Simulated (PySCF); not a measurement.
[CuI4]2-: what the settings change

[CuI4]2-: Cu(II) (d9), charge -2. The structure is a PBE0-D3(BJ)/def2-SVP, IEF-PCM water geometry optimised for multiplicity 2; coordination tetrahedral, point group D2d, metal–donor distances 2.63 Å.

The d shell alone is too small an active space for [CuI4]2- (Cu(II) with such soft donors has much ligand-hole, Cu(I)-like character): its levels, fitted parameters, g values and moments show what this model gives and aren't sound predictions.

```
5

Cu    0.000    0.000    0.000
I     1.099    1.689    1.689
I     1.099   -1.689   -1.689
I    -1.099   -1.689    1.689
I    -1.099    1.689   -1.689
```

Method (PySCF 2.14, density fitting): CASSCF(9,5) with orbitals averaged over all microstates of the shell, strongly contracted NEVPT2 on the averaged canonical orbitals; basis x2c-TZVPall on the metal, x2c-SVPall elsewhere; spin-free X2C; IEF-PCM water; spin-orbit coupling by state interaction with the mean-field operator over all roots.

Base run: NEVPT2 ground state 2B2 (from 2T2), next 2E (from 2T2) at 3948, then 2B1 (from 2E) at 5482 cm⁻¹, 10Dq(NEVPT2) 3073, ζ 769 cm⁻¹, g 2.244 2.244 2.852, μeff(300 K) 2.24 μB.

**Question.** What happens with the basis x2c-TZVPall on all atoms?

**Answer.** NEVPT2 ground state 2B2 (from 2T2), next 2E (from 2T2) at 3914, then 2B1 (from 2E) at 5478 cm⁻¹, 10Dq(NEVPT2) 3065, ζ 769 cm⁻¹, g 2.246 2.246 2.849, μeff(300 K) 2.24 μB. It took 140 s against 56 s on a shared host of the same kind.

No frequencies were computed for the optimised geometry. Ligand-hole states mix strongly into such Cu(II) halides; the d shell alone makes them too ionic, overstates g shifts and moments and can put the wrong state lowest. NEVPT2 lifts 2B1 (from 2E) from 2757 to 5482 cm⁻¹; on the d shell alone such lifts tend to overshoot.
